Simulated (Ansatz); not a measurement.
`FB([SiH3])Br` + H₂ → `FB[SiH3]` + HBr at 500 K and 1 bar (hydrogenolysis of a B–Br bond).

Computed with Ansatz on PBE0-D4/def2-TZVP structures; ΔE is electronic, products minus reactants. CBS: MP2 limit from def2 TZ/QZ plus the TZ coupled-cluster correction, frozen cores. This one scheme is used for every species. For Br outer-core shells are correlated without core-valence functions, which leaves a few kJ/mol of doubt a bond. Scalar relativity is left out up to krypton.

| species | CCSD(T)/CBS energy (Eh) | H − E (kJ/mol) | S (J/(mol·K)) |
| --- | --- | --- | --- |
| `FB([SiH3])Br` | -2988.86296 | 122.2 | 392.4 |
| H₂ | -1.17544 | 41.0 | 145.5 |
| `FB[SiH3]` | -416.08982 | 135.7 | 341.8 |
| HBr | -2573.91920 | 30.5 | 213.7 |

H − E and S are ideal-gas, rigid-rotor, harmonic terms from PBE0-D4/def2-TZVP, for one conformer and one mirror image of each species. The MP2-based limit puts H₂ 0.8 mEh under its directly extrapolated value; such offsets cancel only in part. 1 Eh = 2625.50 kJ/mol, R = 8.31446 J/(mol·K).

**Question.** By hand: ΔE, ΔH, ΔS and ΔG.

**Answer.** ΔE = (-416.08982) + (-2573.91920) − (-2988.86296) − (-1.17544) = 0.02938 Eh = 77.1 kJ/mol. Δ(H − E) = 135.7 + 30.5 − 122.2 − 41.0 = 3.0, so ΔH = 80.1 kJ/mol. ΔS = 341.8 + 213.7 − 392.4 − 145.5 = 17.6 J/(mol·K). ΔG = 80.1 − 500 × (17.6)/1000 = 71.3 kJ/mol.

**Question.** By hand: the equilibrium constant, and the temperature at which ΔG would vanish if ΔH and ΔS stayed fixed.

**Answer.** log₁₀ K = −ΔG/(RT ln 10) = -7.4. ΔG = 0 at ΔH/ΔS = 4551 K, far beyond where these terms or the molecules hold.

ΔH outweighs TΔS. A doubt of 5 kJ/mol in ΔE shifts log₁₀ K by 0.5 here. Other conformers and mirror images would add mixing entropy, several J/(mol·K) or more a flexible species. Modes under 60 cm⁻¹, often nearly free rotors, make the harmonic entropy too high. These are equilibria of isolated gas molecules and say nothing of rates. Largest T1 diagnostic: 0.014 (customary marks: 0.02 for closed shells, 0.045 for open ones).
